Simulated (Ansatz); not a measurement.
C2H9BSSi (`B[Si](C)(C)S`). Total charge 0; spin multiplicity 1.

```csv
atom,x (Å),y (Å),z (Å)
B1,-0.8122,-1.8092,-0.1429
Si2,-0.2003,0.0150,0.1394
C3,-1.0969,1.5168,-0.5112
C4,1.2858,0.4870,1.1689
S5,0.4981,-1.2017,-1.6423
H6,-1.8663,-1.9474,-0.6965
H7,-0.3298,-2.7245,0.4576
H8,-1.6254,2.0105,0.3101
H9,-0.4110,2.2414,-0.9555
H10,-1.8393,1.2278,-1.2572
H11,1.9356,1.1966,0.6519
H12,1.8671,-0.3951,1.4442
H13,0.9451,0.9602,2.0952
H14,1.6496,-1.5774,-1.0618
```

Q: What are the harmonic wavenumbers in cm⁻¹ at PBE0-D4/def2-TZVP (Ansatz, finite differences of forces, unscaled)? (An estimate is asked.)

A: Ansatz gave: 142, 146, 160, 168, 184, 211, 295, 403, 447, 590, 599, 641, 700, 743, 764, 788, 804, 850, 874, 915, 1112, 1271, 1277, 1439, 1442, 1449, 1453, 2558, 2649, 2712, 3046, 3048, 3124, 3127, 3146, 3148.

Q: Is this a minimum?

A: Yes, all 36 modes are real.

Q: Give the ideal-gas thermochemistry at 298.15 K and 1 bar (rigid rotor, harmonic oscillator; point group C1, symmetry number 1).

A: Zero-point energy 277.7 kJ/mol; H(298) − E = 303.0 kJ/mol; entropy 369.7 J/(mol·K), of which translation 166.8, rotation 114.2, vibration 88.7; G(298) − E = 192.7 kJ/mol.

Q: And at 400, 500, 600, 800 and 1000 K?

A: 
```
T (K)  H − E (kJ/mol)  S (J/mol/K)  G − E (kJ/mol)
  400           318.5        414.3           152.8
  500           336.2        453.8           109.3
  600           355.9        489.6            62.1
  800           399.8        552.6           -42.3
 1000           448.5        606.8          -158.3
```
